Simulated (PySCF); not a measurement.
**Radial density of Si (silicon, neutral)**

TPSS, [Ne] 3s2 3p2, high-spin 3P determinant. Calculation: PySCF 2.14, in jorge-DZP-DKH (7s4p1d, 24 functions); the spin-free X2C one-electron Hamiltonian (Gaussian nucleus).

```
r (bohr)  4πr²ρ (e/bohr)  4πr²(ρα − ρβ)
 0.00190         0.08746         0.0000
 0.00319          0.2341         0.0000
 0.00537          0.5990         0.0000
 0.00903           1.488         0.0001
  0.0152           3.473         0.0002
  0.0255           7.259         0.0005
  0.0430           12.53         0.0020
  0.0722           15.84         0.0088
   0.122           12.85         0.0356
   0.204           9.662         0.0989
   0.344           13.74         0.1364
   0.578           11.25         0.0293
   0.973           2.976         0.0988
    1.64           1.782         0.6649
    2.75           1.280         0.6849
    4.63          0.1962         0.1515
    7.79        0.001293         0.0012
```

Densities and radii are taken from the X2C orbitals without a picture-change correction, which distorts them close to the nucleus.
